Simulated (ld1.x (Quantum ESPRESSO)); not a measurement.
## Which change was made? (Bi, TM)

ld1.x (Quantum ESPRESSO) 7.5 input, shortened:

```
&input
   title='Bi', zed=83., rel=2, dft='PZ', iswitch=3,
   config='[Xe] 4f14 5d10 6s2 6p3', rel_dist='average'
 /
 &inputp
   pseudotype=2, tm=.true., lloc=-1, rcloc=1.85,
   nlcc=.false.
 /
2
6S  1  0   2.00   0.00  1.45  1.45  0.0
6P  2  1   3.00   0.00  2.55  2.55  0.0
 &test
   configts(1)='6s2 6p3'
 /
```

Open shells are filled in proportion to 2j + 1 (rel_dist='average').

Cutoffs, loose and tight: the cutoffs (Ry, on a coarse ladder) from which the occupation-weighted sum of valence levels, in a spherical-Bessel basis at the reference potential, stays within 10 and 1 mRy of its value at 400 Ry. They do not see the model core or the augmentation charge, which bear on the density cutoff. Test errors are all-electron minus pseudo excitation energies from the reference, over the configurations 6s2 6p2; 6s2 6p1; 6s2 6p0; 6s0 6p5; 6s1 6p3; 6s1 6p0; 6s2 6p3.3; variants that change the core or the reference have their own tests. The largest error is taken over the tests solved by every variant that gives reliable tests at all, those not shown here included: 6s0 6p5; 6s1 6p3; 6s2 6p1; 6s2 6p2; 6s2 6p3.3.

The base gives: outcome: generated; cutoff, loose: 55 Ry; cutoff, tight: 160 Ry; bound ghosts: s, d; largest test error (meV): +113.

(1) After one change the result is: outcome: generated; cutoff, loose: 55 Ry; cutoff, tight: 160 Ry; bound ghosts: s, d; largest test error (meV): +101. Which change was it?
A. all radii scaled by about 1.10 (s 1.60, p 2.80 bohr); local potential all-electron potential smoothed inside 2.04 bohr (lloc = -1)
B. local potential the p channel
C. local potential all-electron potential smoothed inside 2.00 bohr (lloc = -1)

Answers

(1) C. The others give: local potential the p channel → outcome: generated, misses its reference levels by 1.43 eV; cutoff, loose: 55 Ry; cutoff, tight: 160 Ry; bound ghosts: none; largest test error (meV): +283 | all radii scaled by about 1.10 (s 1.60, p 2.80 bohr); local potential all-electron potential smoothed inside 2.04 bohr (lloc = -1) → outcome: generated; cutoff, loose: 35 Ry; cutoff, tight: 90 Ry; bound ghosts: s, d; largest test error (meV): +466.
